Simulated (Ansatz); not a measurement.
Zn₅Te₄ (the lowest singlet isomer of a short search) was relaxed with PBE-D4 (def2-SVP) in Ansatz in these states: neutral quintet, neutral singlet, neutral triplet. The geometries follow in no particular order.

In the def2 sets Te takes a core potential; there is no spin–orbit coupling.

A:

```xyz
9

Zn   -1.380   -2.102    0.626
Zn   -0.229   -0.230   -1.044
Zn    0.149   -0.189    1.568
Zn    1.358    2.993   -0.885
Zn    2.043    0.754    0.288
Te   -2.163   -1.844   -1.750
Te    1.891    0.622   -2.367
Te   -0.771   -2.054    3.080
Te   -0.897    2.051    0.483
```

B:

Cartesian coordinates in Å:
```
Zn -0.4132 2.9806 0.2503
Zn -1.2958 0.3993 0.4589
Zn 1.0954 0.7891 -0.3936
Zn 0.7529 -4.6512 -0.2628
Zn 0.2689 -2.0439 -0.1730
Te -2.8457 2.4700 0.0152
Te -1.4862 -1.8876 1.6245
Te 2.0781 3.0871 0.3988
Te 1.8455 -1.1434 -1.9184
```

C:

```xyz
9

Zn   -2.371   -1.007   -1.118
Zn   -1.174   -0.636    1.555
Zn    0.225    0.126   -1.982
Zn    3.753    1.915    1.645
Zn    1.599    0.652    0.777
Te   -2.341   -2.679    0.721
Te   -0.127    1.449    2.414
Te   -2.035    0.793   -2.800
Te    2.470   -0.612   -1.212
```

Q: Judge from the bond lengths which geometry belongs to which state (an estimate).

A: A is the neutral quintet (Zn5–Te9 3.218 Å, Zn3–Te9 2.699 Å, Zn5–Te7 2.663 Å); B is the neutral triplet (Zn5–Te9 2.519 Å, Zn3–Te9 2.573 Å, Zn5–Te7 2.517 Å); C is the neutral singlet (Zn5–Te9 2.512 Å, Zn3–Te9 2.485 Å, Zn5–Te7 2.509 Å).

At PBE-D4/def2-SVP the gap within one spin of the charge 0 triplet nearly closes, so an electron or hole may be smeared out by delocalisation error. At PBE0-D4/def2-SVP a singlet lies 2.93 eV below the neutral quintet. At PBE0-D4/def2-SVP a singlet lies 2.02 eV below the neutral triplet. These are the stationary points nearest to one start from a short search; other shapes may lie lower in each state.
